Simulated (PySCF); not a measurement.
Compound: C₃H₉NOSi.
Bonds: C1–N2, N2–C3, N2–C4, C4–O5 (double), C4–Si6. Hydrogens: H7, H8, H9 on C1; H10, H11, H12 on C3; H13, H14, H15 on Si6.

The same species was optimised twice, with GFN2-xTB and with PBE0-D3(BJ)/def2-SVP (PySCF), and the same property calculations (PySCF, gas phase) were run on both structures.

```
     coordinate  GFN2-xTB  PBE0-D3(BJ)/def2-SVP  change
     C4–Si6 (Å)     1.920                 1.937  +0.017
      N2–C4 (Å)     1.351                 1.367  +0.016
      C4=O5 (Å)     1.226                 1.220  -0.006
      N2–C3 (Å)     1.446                 1.442  -0.004
      C1–N2 (Å)     1.436                 1.435  -0.001
   C1–N2–C3 (°)     115.1                 117.0    +1.9
  N2–C4–Si6 (°)     122.1                 120.3    -1.8
   N2–C4–O5 (°)     121.0                 122.7    +1.7
   C1–N2–C4 (°)     124.8                 123.8    -1.0
   C3–N2–C4 (°)     120.1                 119.2    -0.9
  O5–C4–Si6 (°)     116.9                 117.0    +0.1
C1–N2–C4–O5 (°)       180                   179      -1
```

Rotational constants: A = 4433, B = 2132, C = 1491 MHz (GFN2-xTB) against A = 4355, B = 2136, C = 1485 MHz (PBE0-D3(BJ)/def2-SVP). Atoms that the bonding makes alike are paired by their places after alignment.

On the GFN2-xTB structure: lowest singlet, TDDFT (eV) 4.83 [PBE0/def2-SVPD]; lowest triplet, Tamm–Dancoff (eV) 4.20 [PBE0/def2-SVPD]; isotropic polarisability (au) 77.8 [PBE0/def2-SVPD]; HOMO (eV) -6.96 [PBE0/def2-SVPD]; LUMO (eV) -0.16 [PBE0/def2-SVPD]; dipole (D) 3.75 [PBE0/def2-SVPD]; HOMO (eV) -6.85 [PBE0/pcSseg-1]; LUMO (eV) 0.02 [PBE0/pcSseg-1]; dipole (D) 3.73 [PBE0/pcSseg-1]; GIAO shielding of C1 (ppm) 147.4 [PBE0/pcSseg-1]; GIAO shielding of N2 (ppm) 128.4 [PBE0/pcSseg-1]; GIAO shielding of C3 (ppm) 155.6 [PBE0/pcSseg-1]; GIAO shielding of C4 (ppm) 6.9 [PBE0/pcSseg-1]; GIAO shielding of O5 (ppm) -177.8 [PBE0/pcSseg-1]; GIAO shielding of Si6 (ppm) 435.9 [PBE0/pcSseg-1].

Question: What do these properties become on the PBE0-D3(BJ)/def2-SVP structure?

Answer: 
| property | level | on GFN2-xTB | on PBE0-D3(BJ)/def2-SVP | change |
| --- | --- | --- | --- | --- |
| lowest singlet, TDDFT (eV) | PBE0/def2-SVPD | 4.83 | 4.85 | +0.02 |
| lowest triplet, Tamm–Dancoff (eV) | PBE0/def2-SVPD | 4.20 | 4.21 | +0.01 |
| isotropic polarisability (au) | PBE0/def2-SVPD | 77.8 | 79.6 | +1.8 |
| HOMO (eV) | PBE0/def2-SVPD | -6.96 | -7.07 | -0.11 |
| LUMO (eV) | PBE0/def2-SVPD | -0.16 | -0.27 | -0.11 |
| dipole (D) | PBE0/def2-SVPD | 3.75 | 3.72 | -0.03 |
| energy, GFN2-xTB geometry as zero (kcal/mol) | PBE0/def2-SVPD | 0.0 | -1.1 | -1.1 |
| HOMO (eV) | PBE0/pcSseg-1 | -6.85 | -6.98 | -0.13 |
| LUMO (eV) | PBE0/pcSseg-1 | 0.02 | -0.11 | -0.13 |
| dipole (D) | PBE0/pcSseg-1 | 3.73 | 3.71 | -0.02 |
| energy, GFN2-xTB geometry as zero (kcal/mol) | PBE0/pcSseg-1 | 0.0 | -0.8 | -0.8 |
| GIAO shielding of C1 (ppm) | PBE0/pcSseg-1 | 147.4 | 146.2 | -1.2 |
| GIAO shielding of N2 (ppm) | PBE0/pcSseg-1 | 128.4 | 126.4 | -2.0 |
| GIAO shielding of C3 (ppm) | PBE0/pcSseg-1 | 155.6 | 155.1 | -0.5 |
| GIAO shielding of C4 (ppm) | PBE0/pcSseg-1 | 6.9 | 6.8 | -0.1 |
| GIAO shielding of O5 (ppm) | PBE0/pcSseg-1 | -177.8 | -175.5 | +2.3 |
| GIAO shielding of Si6 (ppm) | PBE0/pcSseg-1 | 435.9 | 432.9 | -3.0 |

The heavy atoms differ by 0.020 Å rms after alignment. Among bonds between heavy atoms N2–C4 and C4–Si6 change most and about equally (+0.016 to +0.017 Å). Changes are differences of the printed values. Neither structure is proved a minimum here.

Shape of the structure used: `[CH3:1][N:2]([CH3:3])[C:4](=[O:5])[SiH3:6]`: C1–N2–C4–O5 179°.
